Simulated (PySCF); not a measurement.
C2H8ClNSi. Atoms are numbered in the order given.

```xyz
13

C     -2.0106     1.4032     0.5208
C     -1.2082     0.1778     0.0671
N     -1.2297    -0.8562     1.1023
Si     0.6034     0.6798    -0.2143
Cl     1.6901    -1.0624    -0.6420
H     -1.6263     1.7915     1.4862
H     -3.0786     1.1352     0.6752
H     -1.9848     2.2183    -0.2313
H     -1.6081    -0.1495    -0.9309
H     -0.6928    -1.6771     0.7928
H     -2.1937    -1.1821     1.2590
H      1.1954     1.3110     1.0114
H      0.7302     1.6038    -1.3933
```

Geometry optimised at PBE-D3(BJ)/def2-SVP. The structure was generated by enumeration; whether it is a known compound was not checked. One conformer was computed; it need not be the lowest.

Computed with PBE-D3(BJ)/def2-SVP in PySCF 2.14.0.

Frequencies are harmonic and unscaled.

```
mode  ν (cm⁻¹)  IR (km/mol)    moving atoms (share of kinetic energy)
----  --------  -----------  ----------------------------------------
1           79          0.6  H 23 %, Si 23 %, C 21 %, Cl 19 %, N 15 %
2          123          2.7  Cl 32 %, N 23 %, H 16 %, Si 15 %, C 13 %
3          224          6.7                             H 78 %, N 9 %
4          251          5.5                   C 41 %, H 31 %, Cl 16 %
5          267         21.7                            H 67 %, N 18 %
6          318         13.7                   H 67 %, C 13 %, Si 10 %
7          412         15.3                    H 45 %, C 31 %, N 22 %
8          524         55.4                   Si 49 %, Cl 37 %, H 9 %
9          558         45.1                    H 54 %, Si 26 %, N 9 %
10         636         19.4                   H 60 %, C 21 %, Si 17 %
11         694         22.9                            H 77 %, C 17 %
12         811         82.6                            H 74 %, N 19 %
13         826        204.2                           H 86 %, Si 12 %
14         903         27.2                    H 58 %, C 32 %, N 10 %
15         910         68.3                                    H 86 %
16         972         18.8                            H 77 %, C 18 %
17        1018          3.3                            H 59 %, C 39 %
18        1110          4.5                    C 44 %, H 36 %, N 20 %
19        1172          4.2                            H 79 %, C 17 %
20        1283          4.5                            H 58 %, C 35 %
21        1297          7.1                            H 74 %, C 23 %
22        1339          5.9                            H 76 %, C 24 %
23        1408          5.2                                    H 95 %
24        1427          5.1                                    H 96 %
25        1576         28.1                                    H 92 %
26        2166         98.0                                    H 97 %
27        2187         90.2                                    H 96 %
28        2833         63.2                                    H 93 %
29        2956         26.3                                    H 97 %
30        3035         17.4                             H 91 %, C 9 %
31        3063         11.9                             H 91 %, C 9 %
32        3386          4.5                                    H 96 %
33        3472          2.4                             H 92 %, N 8 %
```
